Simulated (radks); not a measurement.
Task: The lanthanum ion La4+, configuration [Kr] 4d10 5s2 5p5. All-electron calculation, scalar-relativistic Kohn-Sham, PBEsol, spin-polarised, spherical densities, finite nucleus; open shells are filled with parallel spins first (spin-orbit coupling, left out, can overturn this in heavy ions); Fermi nuclear charge, rms radius 4.855 fm. Program: a radial shooting solver on a logarithmic mesh with Libxc functionals. Some entries of the table are withheld. Estimate them.

| orbital | occ. | eigenvalue (eV) | <r> (bohr) |
|---|---|---|---|
| 1s up | 1 | -38768.98 | 0.02508 |
| 1s down | 1 | -38768.91 | 0.02508 |
| 2s up | 1 | -6204.425 | 0.1075 |
| 2s down | 1 | -6204.387 | 0.1075 |
| 2p up | 3 | -5565.998 | 0.09426 |
| 2p down | 3 | -5565.938 | 0.09426 |
| 3s up | 1 | -1356.899 | 0.2853 |
| 3s down | 1 | -1356.839 | 0.2853 |
| 3p up | 3 | -1153.000 | 0.2833 |
| 3p down | 3 | -1152.932 | 0.2833 |
| 3d up | 5 | -859.7413 | 0.2600 |
| 3d down | 5 | -859.6762 | 0.2600 |
| 4s up | 1 | -303.9982 | 0.6540 |
| 4s down | 1 | -303.8707 | 0.6540 |
| 4p up | 3 | -237.6218 | 0.6928 |
| 4p down | 3 | -237.4882 | 0.6926 |
| 4d up | 5 | -141.5378 | 0.7662 |
| 4d down | 5 | -141.3608 | 0.7654 |
| 5s up | 1 | -75.0211 | 1.514 |
| 5s down | 1 | -74.1419 | 1.513 |
| 5p up | 3 | (1) | 1.704 |
| 5p down | 2 | (2) | 1.706 |
| 4f up | 0 | -41.3277 | 1.069 |
| 4f down | 0 | -40.9101 | 1.061 |
| 5d up | 0 | -34.3478 | 2.191 |
| 5d down | 0 | -33.5929 | 2.210 |
| 6s up | 0 | -28.5416 | 3.163 |
| 6s down | 0 | -28.2118 | 3.182 |
| 6p up | 0 | -23.2270 | 3.595 |

Result: 
(1) 5p up eigenvalue (eV): -57.4835
(2) 5p down eigenvalue (eV): -56.5814
